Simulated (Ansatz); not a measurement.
Consider the redistribution: `[Cl][Ga]([Cl])[Br]` + `C#[C][Ga]([F])[F]` → `C#[C][Ga]([Cl])[Cl]` + `[F][Ga]([F])[Br]`.

Gas-phase electronic energies from Ansatz, PBE0-D4/def2-TZVP geometries. CCSD(T)/CBS is the MP2 limit (def2-TZVPP, def2-QZVPP) plus CCSD(T) − MP2 in def2-TZVPP, frozen cores. DFT in def2-TZVPP. For Br, Ga outer-core shells are correlated without core-valence functions, which leaves a few kJ/mol of doubt a bond. Scalar relativity is left out up to krypton.

`[Cl][Ga]([Cl])[Br]`:

Z-matrix (Å, degrees):
```
Ga
Cl 1 2.115
Br 1 2.254 2 120.4
Cl 1 2.115 2 119.2 3 180.0
```

`C#[C][Ga]([F])[F]`:

```xyz
6

C    -1.468    0.551   -1.040
C    -0.528    0.198   -0.374
Ga    0.934   -0.351    0.662
F     1.636   -1.934    0.565
F     1.726    0.672    1.817
H    -2.300    0.864   -1.630
```

`C#[C][Ga]([Cl])[Cl]`:

```xyz
6

C    -1.100    0.159   -1.590
C    -0.415    0.061   -0.602
Ga    0.654   -0.094    0.944
Cl    1.112    1.585    2.152
Cl    1.456   -1.956    1.559
H    -1.706    0.245   -2.464
```

`[F][Ga]([F])[Br]`:

```xyz
4

F    -1.366    0.123    1.144
Ga    0.002    0.051    0.086
F     1.410    0.909    0.611
Br   -0.046   -1.083   -1.841
```

Is it downhill or uphill in electronic energy at CCSD(T)/CBS, and by how much? (Best estimate.)

Computed: Uphill: ΔE = +1.4 kcal/mol.

What do these levels give: B97M-V, r2SCAN0-D4, PBE-QIDH, RPA@PBE/def2-TZVPP, HF/def2-TZVPP, SCS-MP2/def2-TZVPP? (An estimate is asked.)

Computed: B97M-V 1.0, r2SCAN0-D4 1.3, PBE-QIDH 1.2, RPA@PBE/def2-TZVPP 1.1, HF/def2-TZVPP 1.2, SCS-MP2/def2-TZVPP 1.1 kcal/mol.

What do rigid-rotor, harmonic-oscillator terms from PBE0-D4/def2-TZVP frequencies (298.15 K, 1 bar) make of the CCSD(T)/CBS value? (An estimate is asked.)

Ansatz gave: ΔZPE = 0.0 kcal/mol, ΔH = +1.4 kcal/mol, ΔS = 1 J/(mol·K), ΔG = +1.3 kcal/mol.

Largest T1 diagnostic among the species: 0.015.

Leaving LDA and LC-ωPBE aside and taking each functional with its dispersion term where it has one, the values, not all of them listed here, spread over 0.6 kcal/mol, from B97M-V to BHLYP-D4.
